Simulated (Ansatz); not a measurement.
Gas-phase electronic energies from Ansatz, PBE0-D4/def2-TZVP geometries. CBS: MP2 limit from def2 TZ/QZ plus the TZ coupled-cluster correction, frozen cores. This one scheme is used for every species. Functionals use def2-TZVPP. B3LYP here is the variant with VWN-RPA as its local correlation; programs differ in this. Each species was taken in one conformer, which may not be the lowest.

`C[Si](N)(O)F` + SiH₄ → `C[Si](N)(O)[SiH3]` + H–F  (formal exchange of groups at the Si–F bond)

Question: Is it downhill or uphill in electronic energy at CCSD(T)/CBS, and by how much? (An estimate is asked.)

Answer: Ansatz gave: Uphill: ΔE = +175.0 kJ/mol.

Question: What do these levels give: r2SCAN-D4, PBE0-D4, B3LYP-D4, ωB97M-V, PBE, r2SCAN, MP2/def2-TZVPP, SCS-MP2/def2-TZVPP, CCSD/def2-TZVPP, MP2/def2-QZVPP, HF/CBS(def2), MP2/CBS(def2)? (An estimate is asked.)

Answer: The calculation gave: r2SCAN-D4 178.6, PBE0-D4 161.1, B3LYP-D4 177.6, ωB97M-V 184.5, PBE 159.1, r2SCAN 180.5, MP2/def2-TZVPP 180.3, SCS-MP2/def2-TZVPP 186.8, CCSD/def2-TZVPP 182.9, MP2/def2-QZVPP 179.4, HF/CBS(def2) 215.4, MP2/CBS(def2) 177.7 kJ/mol.

Largest T1 diagnostic among the species: 0.012.

From PBE to PBE0 (25 % exact exchange), in def2-TZVPP and without D4, ΔE moves by +7.8 kJ/mol. The D4 term adds −9.7 kJ/mol with B3LYP and −5.7 kJ/mol with PBE0; it sums over pairs of atoms, weighted by their polarisabilities, and B3LYP, whose exchange is more repulsive, gets the larger term.
